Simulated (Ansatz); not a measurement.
Dissociation curve of H₂Be, SMILES [BeH2]. The Be1–H3 bond (Be1 also carries H; H3 carries nothing else) is pulled apart rigidly from the PBE0/def2-TZVP optimised geometry.

- RKS-PBE = restricted PBE/cc-pVDZ run with Ansatz (an electronic-structure program)
- UKS-PBE = unrestricted PBE/cc-pVDZ in Ansatz
- UKS-B3LYP = unrestricted B3LYP/cc-pVDZ run with Ansatz
- FCI = full CI/cc-pVDZ, frozen core in Ansatz

Energies relative to the lowest point of each curve near equilibrium, in kJ/mol; the last columns give the error against full CI:

```json
[
 {"R / Å": "0.99", "RKS-PBE": "156.3", "UKS-PBE": "156.3", "UKS-B3LYP": "150.3", "FCI": "157.0", "RKS-PBE − FCI": "-0.7", "UKS-PBE − FCI": "-0.7", "UKS-B3LYP − FCI": "-6.7"},
 {"R / Å": "1.08", "RKS-PBE": "74.6", "UKS-PBE": "74.6", "UKS-B3LYP": "70.0", "FCI": "73.9", "RKS-PBE − FCI": "0.7", "UKS-PBE − FCI": "0.7", "UKS-B3LYP − FCI": "-4.0"},
 {"R / Å": "1.13", "RKS-PBE": "45.4", "UKS-PBE": "45.4", "UKS-B3LYP": "41.5", "FCI": "44.4", "RKS-PBE − FCI": "1.0", "UKS-PBE − FCI": "1.0", "UKS-B3LYP − FCI": "-2.8"},
 {"R / Å": "1.19", "RKS-PBE": "21.6", "UKS-PBE": "21.6", "UKS-B3LYP": "18.8", "FCI": "20.5", "RKS-PBE − FCI": "1.0", "UKS-PBE − FCI": "1.0", "UKS-B3LYP − FCI": "-1.7"},
 {"R / Å": "1.27", "RKS-PBE": "4.6", "UKS-PBE": "4.6", "UKS-B3LYP": "3.3", "FCI": "3.9", "RKS-PBE − FCI": "0.6", "UKS-PBE − FCI": "0.6", "UKS-B3LYP − FCI": "-0.7"},
 {"R / Å": "1.30", "RKS-PBE": "1.6", "UKS-PBE": "1.6", "UKS-B3LYP": "0.9", "FCI": "1.2", "RKS-PBE − FCI": "0.4", "UKS-PBE − FCI": "0.4", "UKS-B3LYP − FCI": "-0.4"},
 {"R / Å": "1.34", "RKS-PBE": "0.0", "UKS-PBE": "0.0", "UKS-B3LYP": "0.0", "FCI": "0.0", "RKS-PBE − FCI": "0.0", "UKS-PBE − FCI": "0.0", "UKS-B3LYP − FCI": "0.0"},
 {"R / Å": "1.37", "RKS-PBE": "0.3", "UKS-PBE": "0.3", "UKS-B3LYP": "0.9", "FCI": "0.7", "RKS-PBE − FCI": "-0.3", "UKS-PBE − FCI": "-0.3", "UKS-B3LYP − FCI": "0.2"},
 {"R / Å": "1.43", "RKS-PBE": "4.3", "UKS-PBE": "4.3", "UKS-B3LYP": "5.9", "FCI": "5.4", "RKS-PBE − FCI": "-1.1", "UKS-PBE − FCI": "-1.1", "UKS-B3LYP − FCI": "0.6"},
 {"R / Å": "1.49", "RKS-PBE": "11.8", "UKS-PBE": "11.8", "UKS-B3LYP": "14.5", "FCI": "13.7", "RKS-PBE − FCI": "-1.9", "UKS-PBE − FCI": "-1.9", "UKS-B3LYP − FCI": "0.9"},
 {"R / Å": "1.55", "RKS-PBE": "22.0", "UKS-PBE": "22.0", "UKS-B3LYP": "25.8", "FCI": "24.7", "RKS-PBE − FCI": "-2.8", "UKS-PBE − FCI": "-2.8", "UKS-B3LYP − FCI": "1.1"},
 {"R / Å": "1.66", "RKS-PBE": "45.7", "UKS-PBE": "45.7", "UKS-B3LYP": "51.5", "FCI": "50.1", "RKS-PBE − FCI": "-4.3", "UKS-PBE − FCI": "-4.3", "UKS-B3LYP − FCI": "1.4"},
 {"R / Å": "1.80", "RKS-PBE": "81.6", "UKS-PBE": "81.6", "UKS-B3LYP": "89.6", "FCI": "87.7", "RKS-PBE − FCI": "-6.1", "UKS-PBE − FCI": "-6.1", "UKS-B3LYP − FCI": "1.9"},
 {"R / Å": "2.01", "RKS-PBE": "139.5", "UKS-PBE": "139.5", "UKS-B3LYP": "150.9", "FCI": "147.3", "RKS-PBE − FCI": "-7.8", "UKS-PBE − FCI": "-7.8", "UKS-B3LYP − FCI": "3.7"},
 {"R / Å": "2.19", "RKS-PBE": "188.4", "UKS-PBE": "188.4", "UKS-B3LYP": "202.7", "FCI": "196.0", "RKS-PBE − FCI": "-7.6", "UKS-PBE − FCI": "-7.6", "UKS-B3LYP − FCI": "6.7"},
 {"R / Å": "2.39", "RKS-PBE": "239.1", "UKS-PBE": "239.1", "UKS-B3LYP": "256.3", "FCI": "244.1", "RKS-PBE − FCI": "-5.0", "UKS-PBE − FCI": "-5.0", "UKS-B3LYP − FCI": "12.2"},
 {"R / Å": "2.68", "RKS-PBE": "303.3", "UKS-PBE": "302.9", "UKS-B3LYP": "320.0", "FCI": "299.5", "RKS-PBE − FCI": "3.8", "UKS-PBE − FCI": "3.4", "UKS-B3LYP − FCI": "20.5"},
 {"R / Å": "2.93", "RKS-PBE": "349.4", "UKS-PBE": "338.4", "UKS-B3LYP": "353.3", "FCI": "333.3", "RKS-PBE − FCI": "16.2", "UKS-PBE − FCI": "5.1", "UKS-B3LYP − FCI": "20.0"},
 {"R / Å": "3.26", "RKS-PBE": "398.1", "UKS-PBE": "363.5", "UKS-B3LYP": "378.0", "FCI": "361.1", "RKS-PBE − FCI": "37.0", "UKS-PBE − FCI": "2.4", "UKS-B3LYP − FCI": "16.9"},
 {"R / Å": "3.67", "RKS-PBE": "442.1", "UKS-PBE": "376.5", "UKS-B3LYP": "392.6", "FCI": "377.8", "RKS-PBE − FCI": "64.3", "UKS-PBE − FCI": "-1.3", "UKS-B3LYP − FCI": "14.9"},
 {"R / Å": "4.05", "RKS-PBE": "470.3", "UKS-PBE": "380.5", "UKS-B3LYP": "398.5", "FCI": "384.0", "RKS-PBE − FCI": "86.3", "UKS-PBE − FCI": "-3.5", "UKS-B3LYP − FCI": "14.5"},
 {"R / Å": "4.66", "RKS-PBE": "498.4", "UKS-PBE": "382.3", "UKS-B3LYP": "401.8", "FCI": "387.2", "RKS-PBE − FCI": "111.2", "UKS-PBE − FCI": "-4.9", "UKS-B3LYP − FCI": "14.6"}
]
```

RKS-PBE is furthest from FCI at 4.66 (111.2 kJ/mol, above); its mean absolute error over the points is 16.4 kJ/mol.

UKS-PBE is furthest from FCI at 2.01 (-7.8 kJ/mol, below); its mean absolute error over the points is 2.8 kJ/mol.

UKS-B3LYP is furthest from FCI at 2.68 (20.5 kJ/mol, above); its mean absolute error over the points is 6.6 kJ/mol.

The restricted form behind RKS-PBE keeps the bonding electrons paired and can't separate into open-shell fragments. The unrestricted determinant behind UKS-PBE, UKS-B3LYP is spin-contaminated at 2.68 to 4.66 Å (<S²> up to 1.0, against 0.00 for a pure singlet).
